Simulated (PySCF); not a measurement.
CH5BClN. Atoms are numbered in the order given.

```xyz
9

B     -0.0878    -0.4165     0.0000
Cl     0.1462     1.3680     0.0000
C      1.1751    -1.3521     0.0000
H      1.8047    -1.1445     0.8817
H      0.9248    -2.4252     0.0000
H      1.8047    -1.1445    -0.8817
N     -1.4001    -0.8858     0.0000
H     -1.6242    -1.8736     0.0000
H     -2.2061    -0.2719     0.0000
```

The structure is a stationary point at B3LYP-D3(BJ)/def2-SVP. One conformer was computed; it need not be the lowest.

Computed with TDA-LC-ωPBE/def2-SVPD run with PySCF 2.14.0.

Vertical excitations. Gas-phase values at a fixed geometry. State labels are in the subgroup Cs.

```json
[
 {"state": "S1", "symmetry": "A\"", "energy (eV)": "7.88", "λ (nm)": "157", "f": "0.001", "main pairs": "HOMO−1→LUMO+1 93 %"},
 {"state": "S2", "symmetry": "A\"", "energy (eV)": "7.94", "λ (nm)": "156", "f": "0.010", "main pairs": "HOMO→LUMO 80 %"},
 {"state": "S3", "symmetry": "A'", "energy (eV)": "8.36", "λ (nm)": "148", "f": "0.209", "main pairs": "HOMO→LUMO+1 85 %"},
 {"state": "S4", "symmetry": "A'", "energy (eV)": "8.66", "λ (nm)": "143", "f": "0.141", "main pairs": "HOMO−1→LUMO 75 %"},
 {"state": "S5", "symmetry": "A\"", "energy (eV)": "9.14", "λ (nm)": "136", "f": "0.020", "main pairs": "HOMO−3→LUMO+1 25 %, HOMO→LUMO+2 22 %, HOMO→LUMO+5 12 %, HOMO−2→LUMO 10 %"},
 {"state": "S6", "symmetry": "A\"", "energy (eV)": "9.21", "λ (nm)": "135", "f": "0.057", "main pairs": "HOMO→LUMO+3 27 %, HOMO−2→LUMO 25 %, HOMO→LUMO+5 25 %, HOMO−3→LUMO+1 8 %"},
 {"state": "S7", "symmetry": "A\"", "energy (eV)": "9.28", "λ (nm)": "134", "f": "0.004", "main pairs": "HOMO−3→LUMO+1 59 %, HOMO→LUMO+5 15 %, HOMO→LUMO+2 10 %"},
 {"state": "S8", "symmetry": "A'", "energy (eV)": "9.56", "λ (nm)": "130", "f": "0.048", "main pairs": "HOMO−1→LUMO+3 28 %, HOMO−1→LUMO+5 27 %, HOMO−2→LUMO+1 13 %, HOMO−1→LUMO+2 5 %"},
 {"state": "S9", "symmetry": "A'", "energy (eV)": "9.62", "λ (nm)": "129", "f": "0.195", "main pairs": "HOMO−2→LUMO+1 77 %"},
 {"state": "S10", "symmetry": "A'", "energy (eV)": "9.92", "λ (nm)": "125", "f": "0.046", "main pairs": "HOMO−3→LUMO 45 %, HOMO−1→LUMO+2 13 %, HOMO−1→LUMO+3 11 %, HOMO−1→LUMO+5 10 %"},
 {"state": "T1", "symmetry": "A'", "energy (eV)": "6.66", "λ (nm)": "186", "f": "0", "main pairs": "HOMO→LUMO+1 80 %"},
 {"state": "T2", "symmetry": "A\"", "energy (eV)": "7.50", "λ (nm)": "165", "f": "0", "main pairs": "HOMO−1→LUMO+1 82 %"},
 {"state": "T3", "symmetry": "A\"", "energy (eV)": "7.63", "λ (nm)": "162", "f": "0", "main pairs": "HOMO→LUMO 71 %"},
 {"state": "T4", "symmetry": "A'", "energy (eV)": "8.34", "λ (nm)": "149", "f": "0", "main pairs": "HOMO−2→LUMO+1 77 %"}
]
```
Triplets are in the Tamm–Dancoff approximation.
